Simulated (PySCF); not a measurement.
NMR data simulated for an unnamed compound:

¹H NMR (300 MHz, computed): δ 7.53 (m, 1H), 2.88 (m, 2H), 2.41 (s, 3H), 1.27 (t, 3H).

¹³C{¹H} NMR (computed): δ 199.3 (C), 149.3 (C), 140.4 (CH), 30.7 (CH2), 22.6 (CH3), 17.4 (CH3).

PySCF 2.14.0 with density-fitted response routines calculation with coordinates at the PBE0-D3(BJ)/def2-SVP level and σ from GIAO-PBE/pcSseg-1; no solvent, fast rotation and ring inversion assumed for equivalent nuclei, no relativistic terms, one conformer.

δ = σ(ref) − σ, references computed at the same level: TMS for ¹H (31.20 ppm) and ¹³C (180.03 ppm).

Which of these does the molecule contain: an S-methyl group, a CH3CH2 unit, a ketone, a heteroaromatic ring, a methoxy group, a C≡C triple bond?

Results:


- An S-methyl group: yes (δC 22.6; δH 2.41 (s)).
- A CH3CH2 unit: yes (δC 17.4, 30.7; δH 1.27 (t), 2.88 (m)).
- A ketone: no.
- A heteroaromatic ring: yes.
- A methoxy group: no.
- A C≡C triple bond: no.

The data belong to SMILES S(c1coc(CC)p1)C, C6H9OPS; they needn't prove each group on their own.

Carbon signals by region: 1 in the far downfield region (above 160 ppm), 2 in the sp2 and nitrile region (100–160 ppm), 3 below 50 ppm. Above 160 ppm: 199.3, ring carbon next to a ring phosphorus.

Splittings by ³¹P in the carbon and heteronuclear signals aren't shown, as no couplings were computed. Shifts are as computed. Against solution values, carbons near 30 ppm lie about +2 ppm off and those near 130 ppm about +2 ppm (rms about the fit 1.8 ppm; single classes can miss by 10 ppm). Of 1328 compounds with measured shifts, 309 miss one by over three times the rms of a fit or turn the order of signals round; such compounds aren't used in these exercises. Signals without a measured value on file couldn't be tested in this way. Multiplicities follow the n + 1 count of equivalent neighbours, as no J values were calculated; m marks all less simple cases, F and P coupling included.
